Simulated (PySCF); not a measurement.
Species: C7H11 (doublet state).
Numbering: `[CH3:1][C:2]1[C@@H:3]2[CH2:4][CH2:5][C@H:6]1[CH2:7]2` (hydrogens: H8, H9, H10 on C1; H11 on C3; H12, H13 on C4; H14, H15 on C5; H16 on C6; H17, H18 on C7)

Cartesian coordinates in Å at the PBE0-D3(BJ)/def2-SVP level; atoms count from 1:
```xyz
18
C7H11 angstrom
C      2.2303    0.5840   -0.0193
C      0.7698    0.4482    0.1781
C     -0.2969    0.4507   -0.9079
C     -1.5740    0.7445   -0.1040
C     -1.3226   -0.1819    1.1204
C      0.0365   -0.7739    0.7130
C     -0.2023   -1.0941   -0.7872
H      2.7725    0.5060    0.9363
H      2.4841    1.5526   -0.4783
H      2.6412   -0.2041   -0.6855
H     -0.1631    0.9716   -1.8663
H     -2.4849    0.4775   -0.6623
H     -1.6463    1.8054    0.1772
H     -2.0947   -0.9591    1.2334
H     -1.2604    0.3758    2.0665
H      0.5079   -1.4937    1.3968
H     -1.0991   -1.6854   -1.0492
H      0.6844   -1.5114   -1.2850
```

The hyperfine couplings belong to this conformer and change with its torsions.

The calculation used UKS B3LYP, IGLO-III on C, pcH-1 on H, non-relativistic, mean-field spin-orbit, GIAO (PySCF 2.14.0). Isolated species at its PBE0-D3(BJ)/def2-SVP geometry, gas phase. The SCF solution wasn't tested for stability.

(1) Give the isotropic g value and a_iso(13C) at C7.

(2) For one electron spin and this one nucleus (I = 1/2, g_N = 1.4048), compare first-order, second-order and exact resonance fields at 9.742 GHz.

(3) What levels remain at zero field?

## Answers

(1) g_iso = 2.00252 and a = +83.51 MHz, or +2.980 mT (Mulliken spin population +0.04). 13C makes up about 1.07 % of the natural element, so this concerns labelled samples or satellites.

(2) B0 = hν/(g μB) = 347.584 mT and a/B0 = 0.0086. B(1) = B0 − a·mI, B(2) = B(1) − a²[I(I+1) − mI²]/(2B0); the exact values solve the Breit–Rabi equation, nuclear Zeeman term included.

| mI | first order (mT) | second order (mT) | exact (mT) | exact − first order |
| --- | --- | --- | --- | --- |
| −1/2 | 349.074 | 349.067 | 349.067 | -0.006 |
| +1/2 | 346.094 | 346.088 | 346.088 | -0.006 |

(3) F = I ± 1/2 = 1 and 0, at a·I/2 = +20.9 MHz and −a(I+1)/2 = -62.6 MHz, that is |a|(I + 1/2) = 83.5 MHz apart; F = 0 lies lower.

Other couplings of abundant isotopes, left aside here: 3 × 1H 67 MHz, 1 × 1H 67 MHz, 1 × 1H 2 MHz, 2 × 1H 2 MHz.

Class means assume fast exchange of nuclei equivalent by connectivity; if that motion is slow, each nucleus keeps its own coupling. The three 1H nuclei of mean +66.9 MHz run from 27.3 to 144.0 MHz in the frozen geometry.
